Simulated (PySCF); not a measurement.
C2H10AlBi.
Bonds: C1–C2, C2–Al3, Al3–Bi4. Hydrogens: H5, H6, H7 on C1; H8, H9 on C2; H10, H11 on Al3; H12, H13, H14 on Bi4.

Computed by this run: PySCF 2.14.0, PBE0-D3(BJ)/def2-SVP geometry optimisation, gas phase, def2 core potentials past Kr; density fitting, grid level 1; the optimiser is geomeTRIC in internal coordinates, started from a GFN2-xTB structure with every atom displaced at random (about 0.01 Å).

Step 0: E = -14663.4868 eV
```
atom  x, y, z in Å  |  force x, y, z in eV/Å
C1     -1.5863    0.0071    0.8493   -0.848   1.573  -0.968
C2     -1.2212    0.7836   -0.4496    0.573  -0.282   0.857
Al3    -0.1455   -0.4692   -1.5783   -0.143   0.503   0.194
Bi4     2.0947   -0.2486    0.1322   -0.331   0.232   0.401
H5     -2.2593    0.6283    1.4692    0.170  -0.153   0.170
H6     -2.1364   -0.8868    0.5977   -0.225  -0.791   0.032
H7     -0.7105   -0.2369    1.4244    0.625  -0.351   0.575
H8     -2.1314    1.1296   -0.9370   -0.458   0.024  -0.321
H9     -0.7084    1.7291   -0.1425    0.027  -0.406  -0.387
H10     0.7774   -0.0776   -2.7726    0.101   0.256  -0.627
H11    -0.1864   -2.0073   -1.2620   -0.285  -0.415   0.042
H12     2.2215    1.1812    1.1696   -0.080   0.230   0.017
H13     2.1843   -1.2682    1.5550   -0.020  -0.340   0.283
H14     3.7999   -0.2795   -0.0629    0.893  -0.080  -0.270
```

Step 1: E = -14663.7092 eV
```
atom  x, y, z in Å  |  force x, y, z in eV/Å
C1     -1.6633    0.0564    0.8771   -0.075   0.223  -0.313
C2     -1.2280    0.7235   -0.4405   -0.105  -0.080   0.246
Al3    -0.1234   -0.4662   -1.5920    0.067   0.071   0.029
Bi4     2.1616   -0.2530    0.1583    0.172   0.088   0.402
H5     -2.3259    0.7146    1.4640    0.069  -0.004   0.072
H6     -2.2295   -0.8663    0.6832    0.062  -0.128   0.082
H7     -0.7999   -0.1973    1.5151   -0.059  -0.077   0.037
H8     -2.1343    1.0565   -0.9814    0.084  -0.023  -0.090
H9     -0.6848    1.6574   -0.2005    0.012  -0.010  -0.171
H10     0.7597    0.0237   -2.8294   -0.165   0.103  -0.126
H11    -0.1687   -2.0391   -1.3285   -0.153  -0.095  -0.056
H12     2.2432    1.1766    1.2219   -0.016   0.039  -0.048
H13     2.2739   -1.3471    1.5536    0.013  -0.082   0.018
H14     3.9118   -0.2550   -0.1085    0.095  -0.026  -0.082
```

Step 2: E = -14663.7669 eV
```
atom  x, y, z in Å  |  force x, y, z in eV/Å
C1     -1.6909    0.0723    0.8699   -0.066   0.166  -0.143
C2     -1.2513    0.7152   -0.4535   -0.027  -0.144   0.202
Al3    -0.1340   -0.4717   -1.5799    0.082   0.031  -0.064
Bi4     2.2232   -0.2611    0.2091    0.111   0.008   0.238
H5     -2.3555    0.7337    1.4505    0.017  -0.006   0.044
H6     -2.2397   -0.8683    0.7043    0.029  -0.028   0.010
H7     -0.8336   -0.1680    1.5208    0.014  -0.029   0.020
H8     -2.1458    1.0267   -1.0242    0.018  -0.038  -0.073
H9     -0.7121    1.6594   -0.2537    0.010   0.008  -0.047
H10     0.6728    0.0827   -2.8454   -0.078   0.021  -0.041
H11    -0.1979   -2.0570   -1.3591   -0.074   0.008  -0.033
H12     2.3099    1.1650    1.2774    0.000   0.004  -0.030
H13     2.3708   -1.3914    1.5815    0.007   0.011  -0.044
H14     3.9765   -0.2526   -0.1053   -0.043  -0.013  -0.038
```

Step 3: E = -14663.7836 eV
```
atom  x, y, z in Å  |  force x, y, z in eV/Å
C1     -1.7123    0.0895    0.8702   -0.022   0.031   0.023
C2     -1.2658    0.7002   -0.4583    0.057  -0.044   0.087
Al3    -0.1320   -0.4714   -1.5762    0.031   0.017  -0.081
Bi4     2.2655   -0.2685    0.2516   -0.073   0.014   0.031
H5     -2.3841    0.7523    1.4418   -0.002  -0.002  -0.006
H6     -2.2432   -0.8653    0.7248   -0.008   0.009  -0.004
H7     -0.8575   -0.1330    1.5327    0.012   0.002  -0.004
H8     -2.1488    0.9846   -1.0611   -0.013  -0.034  -0.032
H9     -0.7357    1.6553   -0.2878   -0.013   0.020  -0.002
H10     0.6130    0.1247   -2.8611   -0.005  -0.008   0.005
H11    -0.2166   -2.0603   -1.3944   -0.009   0.006  -0.011
H12     2.3626    1.1517    1.3223    0.013   0.006   0.003
H13     2.4418   -1.4204    1.5944    0.012  -0.015   0.024
H14     4.0057   -0.2545   -0.1063    0.020  -0.003  -0.032
```

Task: Estimate the geometry and energy of step 4. (The exact step hangs on the optimiser's Hessian estimate; all steps are aligned on step 3, rigid shifts and turns removed.)

Result: E = -14663.7861 eV, largest force 0.076 eV/Å
```
atom  x, y, z in Å  |  force x, y, z in eV/Å
C1     -1.7166    0.0956    0.8749    0.000  -0.004   0.031
C2     -1.2673    0.6928   -0.4575    0.068  -0.004   0.032
Al3    -0.1278   -0.4688   -1.5811    0.005   0.003  -0.037
Bi4     2.2682   -0.2709    0.2634   -0.048  -0.011   0.028
H5     -2.3930    0.7610    1.4377   -0.002   0.003  -0.012
H6     -2.2423   -0.8634    0.7384   -0.009   0.010  -0.005
H7     -0.8623   -0.1162    1.5422    0.001   0.006  -0.008
H8     -2.1482    0.9626   -1.0712   -0.016  -0.024  -0.007
H9     -0.7456    1.6545   -0.2961   -0.023   0.013  -0.003
H10     0.6058    0.1365   -2.8674    0.008   0.000   0.012
H11    -0.2163   -2.0587   -1.4136    0.004  -0.001  -0.008
H12     2.3745    1.1476    1.3364    0.014  -0.005  -0.001
H13     2.4563   -1.4316    1.6013    0.009   0.018  -0.008
H14     4.0071   -0.2563   -0.1150   -0.012  -0.002  -0.014
```

The energy changes by -0.0026 eV. The first-order estimate −F·Δx gives -0.0036 eV and the mean of the old and new forces, exact on a quadratic surface, -0.0026 eV. The step makes an angle of 70° with the force vector and moves no atom by more than 0.024 Å.

The cost below is that of the whole optimisation. Hardware: Arm Neoverse V2, one thread, no GPU, shared host with 96 logical CPUs at a one-minute load of 38. Cost: 79 s, 0.53 GiB resident at most.
